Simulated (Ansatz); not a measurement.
Geometry optimisation, RKS PBE/STO-3G (Ansatz 0.2.0).

Input:

```yaml
crystal:
  periodic: [false, false, false]
  atoms:
    - { symbol: Si, position_ang: [0.0, 0.0, 0.0] }
    - { symbol: F, position_ang: [0.0, 0.0, 1.59] }
    - { symbol: O, position_ang: [1.5842, 0.0, -0.5594] }
    - { symbol: H, position_ang: [1.9006, -0.9521, -0.6761] }
    - { symbol: O, position_ang: [-0.7913, 1.3709, -0.5594] }
    - { symbol: H, position_ang: [-1.7491, 1.1401, -0.7818] }
    - { symbol: Cl, position_ang: [-1.0032, -1.7381, -0.7093] }
basis:
  gaussian: { orbitals: STO-3G }
hamiltonian:
  xc: pbe
relax:
  f_tol: 0.02
  max_steps: 40
output:
  orbitals: {}
```

Launched with:

```bash
$ ansatz run input.yaml --threads 1 --pin off --max-ram 2048MiB --backend cpu --events-out ev --progress --plain --runs-dir out
```

Problem. Where does it end, and by what steps?

Solution. The forces met the threshold. Limits of this set-up: minimal basis. After 7 steps the energy has fallen by 0.184 eV; H4 moved furthest, 0.34 Å.

```tsv
step	energy less start (eV)	largest force component (eV/Å)	accepted
0	0.0000	1.787	yes
1	-0.0980	1.024	yes
2	-0.1404	0.138	yes
3	-0.1509	0.328	yes
4	-0.1656	0.588	yes
5	-0.1781	0.401	yes
6	-0.1828	0.108	yes
7	-0.1839	0.019	yes
```

```xyz
7
Properties=species:S:1:pos:R:3
Si -0.026 -0.056 -0.122
F -0.040 -0.093 1.520
O 1.557 0.013 -0.751
H 2.014 -0.834 -0.378
O -0.742 1.353 -0.761
H -1.736 1.277 -0.493
Cl -1.085 -1.840 -0.711
```

Whether the end is a true minimum wasn't checked by a vibrational analysis.

Time of the run: 19 s on 1 thread of Intel(R) Xeon(R) Platinum 8259CL CPU @ 2.50GHz (Skylake/Cascade Lake) (shared host), peak memory 0.16 GiB.
